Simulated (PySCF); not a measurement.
## Dipole response of Fe (iron, neutral)

[Ar] 3d6 4s1 4p1, one real determinant (an excited configuration). All numbers are calculated (PySCF 2.14, the spin-free X2C one-electron Hamiltonian (Gaussian nucleus), in ANO-RCC-VTZP (6s5p3d2f1g, 59 functions)). Coupled (time-dependent) response in atomic units; α is the mean over directions. The basis has no added diffuse functions, which lowers α and C₆.

```
 method  mean α (bohr³)         α xx, yy, zz  C₆ (like pair)  S(−4)
LC-wPBE           52.23  47.37, 47.37, 61.94           447.1   1630
```

S(−4) is the Cauchy moment in α(ω) = α(0) + S(−4) ω² + …

α(iu) at LC-wPBE:

```csv
u (hartree),α(iu) (bohr³)
0,52.23
0.0500,48.61
0.100,41.13
0.200,27.37
0.300,18.55
0.500,9.965
0.750,5.860
1.00,4.064
1.50,2.473
2.00,1.727
3.00,0.9914
5.00,0.4454
```

A single London oscillator, α(iu) = α/(1 + u²/ω²), gives C₆ = (3/4) ω α². Matching the computed C₆ needs ω = 4 × 447.1 / (3 × 52.23²) = 0.219 hartree.

The components differ because the open shell of this determinant is not spherical; for a pure term their mean is the scalar polarisability.

⟨L²⟩ = 8.04 against 12 for a pure F term, so this real determinant mixes terms.
